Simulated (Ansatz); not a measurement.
Interaction energy ladder

The pair of C2H4 (SMILES C=C, atoms 1–6) and AsH3 (SMILES [AsH3], atoms 7–10), both closed shells, in one local arrangement (a lower one may exist), relaxed at PBE0-D4/def2-TZVP:

C1  (0.364, 0.464, -1.570)
C2  (-0.494, -0.539, -1.471)
H3  (0.032, 1.496, -1.601)
H4  (1.434, 0.295, -1.624)
H5  (-0.162, -1.572, -1.440)
H6  (-1.564, -0.371, -1.416)
As7  (-0.294, -0.400, 2.087)
H8  (1.180, -0.347, 1.721)
H9  (-0.491, 1.071, 1.760)
H10  (-0.004, -0.097, 3.553)
(Å)

Ansatz 0.2.0; basis: def2-TZVPPD, with def2-QZVPPD for the basis limit; cores frozen in the correlated methods. Filled d shells of the heavier atoms are correlated. The def2 sets are not built for correlating such inner shells, so the correlated values are less sure here. B3LYP uses VWN-RPA correlation. Extrapolation: Hartree–Fock as exp(−7.88 √X), correlation as X^−2.97. Interaction energies count from these two fragments, frozen as in the pair, with the counterpoise correction; negative means bound.

Question: What is the interaction energy by CCSD(T) at an estimated basis limit (MP2 extrapolated from triple and quadruple zeta, plus CCSD(T) − MP2 in triple zeta)? (Judge from chemistry; the value comes from the calculation.)

Answer: Computed: -1.35 kcal/mol. Hartree–Fock alone gives 0.88 kcal/mol at the basis limit, so without correlation the pair would not bind at this distance. It counts from the two fragments frozen as in the pair.

The same quantity by other methods in triple zeta, and each one's difference from that estimate:
```json
{"method": "PBE-D4", "E_int (kcal/mol)": "-1.75", "difference": "-0.40"}
{"method": "revPBE-D4", "E_int (kcal/mol)": "-1.69", "difference": "-0.34"}
{"method": "BLYP-D4", "E_int (kcal/mol)": "-1.54", "difference": "-0.20"}
{"method": "r2SCAN-D4", "E_int (kcal/mol)": "-1.37", "difference": "-0.03"}
{"method": "B97M-V", "E_int (kcal/mol)": "-1.41", "difference": "-0.07"}
{"method": "PBE0-D4", "E_int (kcal/mol)": "-1.63", "difference": "-0.28"}
{"method": "B3LYP-D4", "E_int (kcal/mol)": "-1.58", "difference": "-0.24"}
{"method": "HSE06-D4", "E_int (kcal/mol)": "-1.61", "difference": "-0.27"}
{"method": "wB97X-V", "E_int (kcal/mol)": "-1.33", "difference": "0.02"}
{"method": "wB97M-V", "E_int (kcal/mol)": "-1.37", "difference": "-0.03"}
{"method": "B2PLYP", "E_int (kcal/mol)": "-0.25", "difference": "1.10"}
{"method": "HF", "E_int (kcal/mol)": "0.88", "difference": "2.23"}
{"method": "MP2", "E_int (kcal/mol)": "-1.38", "difference": "-0.03"}
{"method": "CCSD", "E_int (kcal/mol)": "-0.74", "difference": "0.61"}
{"method": "CCSD(T)", "E_int (kcal/mol)": "-1.05", "difference": "0.29"}
```
Differences are method less estimate.

Basis-set superposition shift (counterpoise-corrected less uncorrected): CCSD(T) 0.65; MP2 0.68; HF 0.14; PBE0-D4 0.13; wB97M-V 0.18 kcal/mol.

The T1 diagnostic stays at or below 0.012.

For scale, one of the runs: CCSD(T)/def2-TZVPPD, 247 basis functions, launched by `ansatz run in.yaml --threads 4 --pin off --events-out ev --progress --plain --max-ram 9574MiB`. Hardware: 4 CPU threads of an AMD EPYC 9R45, shared host. Wall time 54 s; peak host memory 5.1 GiB.
